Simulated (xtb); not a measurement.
Mg(SH)(SiH3) (H4MgSSi), SMILES [SiH3][Mg][SH]. All values are semi-empirical tight-binding results from xtb (GFN2-xTB unless named), good for trends rather than for accurate numbers. Coordinates come from a GFN2-xTB optimisation. One conformer was computed; it need not be the lowest.

Optimised geometry:

```xyz
7

Mg     0.5336    -0.4135    -0.4342
S      0.2268     1.7830    -1.2311
H      1.0204     1.8921    -2.2840
Si    -0.5967    -1.4635     1.5161
H     -1.5709    -2.5353     1.2079
H     -1.3832    -0.3942     2.1795
H      0.2559    -2.0385     2.5805
```
Charge 0, spin multiplicity 1.

A frequency run showed that this geometry is not a minimum.

For metal compounds this method's bond lengths and energies can be far off.

```
Item          Result
-----------  -------
orbital gap  2.52 eV
```

Give the atomic charges and the Wiberg bond orders between heavy atoms. (The exact figures need the calculation; the answer reports its results.)

charges (e) Mg1 0.39, S2 -0.58, H3 0.16, Si4 0.35, H5 -0.10, H6 -0.10, H7 -0.11. Bond orders Mg1–S2 0.75, Mg1–Si4 0.85.
